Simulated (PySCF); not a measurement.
Ge²⁺: excitation energy

Ge²⁺ [Ar] 3d10 4s2 (1S) → Ge²⁺ [Ar] 3d10 4s1 5s1 (3S), as a difference of total energies. Calculation: PySCF 2.14, in aug-cc-pVDZ-DK (6s5p3d, 36 functions); scalar relativity by spin-free X2C-1e. Correlated levels: valence: [Ar] 3d10 frozen. The calculations carry no spin-orbit coupling.

```json
{"method": "UHF", "excitation energy (eV)": "18.314"}
{"method": "MP2 (valence)", "excitation energy (eV)": "18.906"}
{"method": "SCS-MP2 (valence)", "excitation energy (eV)": "19.117"}
{"method": "CCSD (valence)", "excitation energy (eV)": "19.153"}
```

Q: How much does correlation contribute at MP2 (valence)?

A: 18.906 − (18.314) = 0.592 eV, measured against UHF.

The promoted electron is Rydberg-like, and one or two diffuse shells describe it only roughly, which tends to raise the upper state.

With two correlated electrons CCSD is exact in that space.
